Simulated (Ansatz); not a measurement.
PPAsSb tetrahedron (SbAsP2). Charge 0, multiplicity 1. Geometry r2SCAN-D4/def2-SVP, basis def2-TZVP, Ansatz.

```xyz
4

P     0.704   -0.821    0.909
P    -0.775   -0.902   -0.762
As    1.006    0.607   -0.920
Sb   -0.935    1.117    0.773
```

```tsv
run	HOMO (eV)	LUMO (eV)
A	-5.72	-2.05
B	-6.48	-1.90
C	-6.86	-1.54
D	-7.54	-0.76
E	-5.95	-2.19
F	-8.64	1.20
```

In the def2 sets Sb takes a core potential; there is no spin–orbit coupling. HSE06 is defined as in plane-wave codes, on full-range PBE exchange.

Problem. The runs used BHLYP, BLYP, HF, HSE06, PBE, PBE0. Estimate which is which.

Solution. A BLYP (0 % exact exchange); B HSE06 (range-separated); C PBE0 (25 % exact exchange); D BHLYP (50 % exact exchange); E PBE (0 % exact exchange); F HF (100 % exact exchange). Exact exchange lowers occupied and raises empty levels; among semilocal functionals meta-GGAs tend to open the gap a little, and such runs are hard to tell apart. The gap grows from 3.67 eV (BLYP) to 9.84 eV (HF).
